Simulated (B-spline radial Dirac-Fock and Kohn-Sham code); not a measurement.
Z = 38 (strontium), transition energy 83 keV. Model: a Dirac-Hartree-Slater potential of the neutral atom with a Latter tail (no hole, which puts coefficients of high multipoles low close above an edge), finite nucleus with surface currents. Program: a radial atomic solver. Subshells that would emit electrons below 1 keV are left out.

Q: A pure transition shows α(K) = 0.241, L1/L2 = 18.3 and L1/L3 = 52.1. What is its multipolarity?
A. E3
B. E2
C. M4
D. E4
E. E1
F. M2
G. M3
H. M1

A: H. For comparison, α(K), L1/L2, L1/L3 are E1 0.156, 14.1, 8.76; E2 1.66, 2.28, 1.63; E3 14.4, 0.501, 0.388; E4 120, 0.155, 0.124; M2 2.85, 10.1, 8.72; M3 28.8, 6.46, 2.30; M4 287, 4.60, 1.05.

Values without a named source are computed, but for edge energies of neutral atoms, which are taken from tables.
